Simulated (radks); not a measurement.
Results of a calculation; reference values are marked as such.
Spin polarisation of the 1s1 shell in the beryllium ion Be3+. Start: 1s(up 0.5, down 0.5); electrons of 1s are moved from spin down to spin up, other shells keep equal spins. Code: a radial shooting solver on a logarithmic mesh with Libxc functionals. Model: scalar-relativistic Kohn-Sham, LDA (Slater exchange, Perdew-Wang correlation), spin-polarised, spherical densities, finite nucleus; Fermi nuclear charge, rms radius of each element as measured or else 0.836 A^(1/3) + 0.57 fm.

| moment (Bohr magnetons) | E - E(0) (eV) | e(1s up) (eV) | e(1s down) (eV) |
|---|---|---|---|
| 0 | 0.000 | -183.63 | -183.63 |
| 0.25 | -0.279 | -185.68 | -181.19 |
| 0.5 | -1.135 | -187.42 | -178.15 |
| 0.75 | -2.625 | -188.88 | -174.14 |

At moment 0.75 the spin-polarisation energy is -2.625 eV and the 1s exchange splitting 14.748 eV, that is 19.664 eV per Bohr magneton; E = -I m^2/4 would give I = 18.666 eV.
